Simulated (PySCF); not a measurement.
**WH₂ + 2 H₂O → WH₆ + O₂**

Level: PBE0 in the def2-TZVP basis family, computed in PySCF with density fitting; scalar-relativistic core potentials for atoms from Rb on, none lighter, no spin–orbit coupling; open shells unrestricted.

```tsv
species	state and structure	E (Eh)	ZPE (kJ/mol)	H(298 K) − H(0) (kJ/mol)	S° (J/(mol K))
WH₂	quintet, C2v, W–H 1.713 Å (×2); H–W–H 113.2°	-68.14143	27.1	10.3	247.3
H₂O	singlet, C2v, O–H 0.960 Å (×2); H–O–H 105.1°	-76.37736	56.5	9.9	188.7
WH₆	singlet, C3v, W–H 1.658 Å (×3), W–H 1.706 Å (×3); H–W–H 62.0° (×3), H–W–H 67.0° (×3), H–W–H 114.7° (×3), H–W–H 118.4° (×6)	-70.55514	120.7	11.5	250.7
O₂	triplet, D∞h, O–O 1.193 Å	-150.23561	10.3	8.7	204.9
```

(1) What is the electronic reaction energy?

(2) Add zero-point, thermal and entropy terms for 298.15 K and 1 bar.

Answers

(1) At PBE0/def2-TZVP, ΔE = 276.7 kJ/mol from the differences of the total energies times 2625.5, uphill. 

(2) ΔZPE = -9.1 and Δ[H(298) − H(0)] = -9.9 kJ/mol give ΔH° = 257.7 kJ/mol. ΔS° = -169.1 J/(mol K), so ΔG° = 257.7 − 298.15 × (-0.1691) = 308 kJ/mol.

Spin–orbit coupling can matter for WH₂, WH₆ and is left out. Open d or f shells are single determinants, so the state found may not be the ground state. Only the bonding shown was studied: isomers, or loss of a ligand pair, can lie lower.
